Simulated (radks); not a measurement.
The numbers below are computed, except where a source is named.
Question: Ionisation of the thulium ion Tm2+, [Xe] 4f13, to Tm3+, [Xe] 4f12, under several functionals. Scalar-relativistic Kohn-Sham, spin-polarised, spherical densities, finite nucleus; open shells are filled with parallel spins first (spin-orbit coupling, left out, can overturn this in heavy ions); a radial shooting solver on a logarithmic mesh with Libxc functionals. The NIST Atomic Spectra Database gives 23.66 eV (semi-empirical). Rank these functionals by the error of their Delta-SCF ionisation energy: PW91; RPBE; PBE; SOGGA; PBEsol; Wu-Cohen GGA; revPBE.

Answer: From best to worst: revPBE 25.721 eV (+2.061); RPBE 25.725 eV (+2.065); SOGGA 25.728 eV (+2.068); PBE 25.799 eV (+2.139); PBEsol 25.846 eV (+2.186); Wu-Cohen GGA 25.851 eV (+2.191); PW91 25.903 eV (+2.243). Open shells are spherical and high-spin; term and fine-structure splittings are not resolved. Spin-orbit splitting is averaged out at the scalar-relativistic level.
